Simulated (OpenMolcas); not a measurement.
A run on Ni2+ among 5 point charges of -2 e arranged as a trigonal bipyramid (D3h), 1.89 Å from the ion, with the axial distance 2.268 Å.

```yaml
Program: OpenMolcas
Method: "SS-CASPT2, IPEA 0.25 Eh, imaginary shift 0.1 Eh (closed shells correlated: 3s 3p)"
Basis: ANO-RCC-VTZP [6s5p3d2f1g]
Scalar_Hamiltonian: DKH2, point nucleus
Active_space: 8 electrons in 5 orbitals (3d)
State_averaging: 2S+1 = 3 even, 10 roots; 2S+1 = 1 even, 15 roots
Spin-orbit_coupling: RASSI with atomic mean-field integrals over the reference wave functions
```

First CASPT2 step and the start of its output:

```
&CASPT2
Multistate=10 1 2 3 4 5 6 7 8 9 10
NoMult
Frozen=5
IPEA=0.25
Imaginary=0.1
MaxIter=60
WThr=0.0 0.3 0.05
PrWF=0.5
NoMix
```

```
--- CASPT2 ---
Orbital specifications:
      -----------------------

      Symmetry species                           1
                                                 a
      Frozen orbitals                            5
      Inactive orbitals                          4
      Active orbitals                            5
      Secondary orbitals                        45
      Deleted orbitals                           0
      Number of basis functions                 59
Type of calculation                        SS-CASPT2
      Fock operator                              state-specific
      IPEA shift                                 0.25
      Real shift                                 0.00
      Imaginary shift                            0.10
      The input orbitals will be transformed to quasi-canonical
Reference energy:       -1523.4689331236
      E2 (Non-variational):      -0.7298030451
      Shift correction:          -0.0047007037
      E2 (Variational):          -0.7345037488
      Total energy:           -1524.2034368725
      Residual norm:              0.0000002583
      Reference weight:           0.79850
      Contributions to the CASPT2 correlation energy
      Active & Virtual Only:         -0.3577998580
      One Inactive Excited:          -0.2816400027
      Two Inactive Excited:          -0.0903631844
Reference energy:       -1523.4688928697
      E2 (Non-variational):      -0.7298195622
      Shift correction:          -0.0047011633
      E2 (Variational):          -0.7345207254
      Total energy:           -1524.2034135952
      Residual norm:              0.0000002591
      Reference weight:           0.79849
      Contributions to the CASPT2 correlation energy
      Active & Virtual Only:         -0.3578233391
...
```

Over all roots the printed reference weights run from 0.00 to 0.91, and roots that are degenerate in the reference spread by up to 170000 cm-1.

Q: Did the run give usable levels, and if not, why?

A: No. The equations converged, but the reference weight falls to 0.00 for at least one root against 0.91 for the best. A drop of that size marks an intruder state, so the energies of such roots and the levels built on them can't be trusted.
